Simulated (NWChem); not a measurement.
# C₂H₆O₂Si; SMILES CC1O[SiH2]O1

```xyz
11

C      0.3908    -2.0062     0.0000
C     -0.4654    -0.7714     0.0000
O     -0.1805     0.0938    -1.1050
Si     0.1818     1.3166     0.0000
O     -0.1805     0.0938     1.1050
H      1.4550    -1.7291     0.0000
H      0.1786    -2.6094     0.8946
H      0.1786    -2.6094    -0.8946
H     -1.5415    -1.0314     0.0000
H      1.5903     1.8000     0.0000
H     -0.7489     2.4790     0.0000
```
Atoms are numbered in this order, from 1.

Computed with NWChem. All runs use the structure optimised with PBE0/def2-SVP. Isolated, static molecule.

GIAO at LDA (Slater exchange, VWN5)/pcSseg-1: principal shieldings of C2 are 30.6, 49.1, 97.0 ppm; an isolated tetramethylsilane molecule has σ = 180.7 ppm at the same levels.

Problem. Find the isotropic 13C shift, its principal values, the span and the skew.

Solution. 
1. σ(iso) = one third of the sum = 58.9 ppm.
2. δ = σ(reference) − σ = 121.8 ppm against tetramethylsilane.
3. δ11, δ22, δ33 = 150.1, 131.6, 83.7 ppm.
4. Span Ω = δ11 − δ33 = 66.4 ppm; skew κ = 3(δ22 − δ(iso))/Ω = 0.44.
